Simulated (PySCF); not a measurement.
C2H7FSi3, SMILES F[SiH2][Si@H]1C=C[SiH2]1. The structure is a stationary point at PBE-D3(BJ)/def2-SVP. The structure was generated by enumeration; whether it is a known compound was not checked. Other conformers were not sampled.

**Question.** Give the equilibrium geometry at PBE-D3(BJ)/def2-SVP (PySCF confirms it by a frequency run) as Cartesian coordinates in Å. (An estimate is asked for; the answer gives what the named calculation found.)

**Answer.** Several could match; the one computed here: 
```xyz
13

F      2.7925     1.1463    -0.2907
Si     1.6935     0.6417     0.8294
Si     0.1431    -0.8151    -0.1690
C     -1.3300    -1.1457     0.9961
C     -2.3845    -0.4800     0.4375
Si    -1.7122     0.2069    -1.2019
H      2.4570    -0.0054     1.9556
H      0.9691     1.8499     1.3596
H      0.8276    -2.0188    -0.7665
H     -1.3914    -1.6979     1.9533
H     -3.3861    -0.4226     0.9047
H     -1.7691     1.7024    -1.3797
H     -2.2936    -0.4390    -2.4323
```
Charge 0, spin multiplicity 1.
